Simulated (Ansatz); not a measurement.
Pb2O5H6, a hydroxylated oxide cluster. Total charge 0; singlet. Geometry r2SCAN-D4/def2-SVP, basis def2-TZVP, Ansatz.

```xyz
13

Pb   -1.274   -0.892    0.799
Pb    0.451    1.176   -1.222
O     2.247   -0.751   -1.588
O    -0.405   -0.858   -1.668
O    -1.604    1.170   -0.128
O     0.917   -0.059    0.642
O    -0.893    0.630    2.395
H     1.412   -1.218   -1.818
H     2.227   -0.810   -0.612
H    -1.111   -0.887   -2.331
H    -1.559    1.634    0.735
H     0.734    0.424    1.486
H    -1.142    0.442    3.310
```

```csv
run,HOMO (eV),LUMO (eV)
A,-9.29,0.58
B,-6.14,-1.57
C,-8.25,-0.55
D,-7.33,-1.00
E,-7.10,-1.16
F,-6.92,-1.43
```

In the def2 sets Pb takes a core potential; there is no spin–orbit coupling. B3LYP takes the VWN-RPA correlation.

**Question.** The runs used B3LYP, BHLYP, PBE0, r2SCAN, r2SCAN0, ωB97X-V. Estimate which is which.

**Answer.** A ωB97X-V (range-separated); B r2SCAN (0 % exact exchange); C BHLYP (50 % exact exchange); D r2SCAN0 (25 % exact exchange); E PBE0 (25 % exact exchange); F B3LYP (20 % exact exchange). Exact exchange lowers occupied and raises empty levels; among semilocal functionals meta-GGAs tend to open the gap a little, and such runs are hard to tell apart. The gap grows from 4.57 eV (r2SCAN) to 9.86 eV (ωB97X-V).
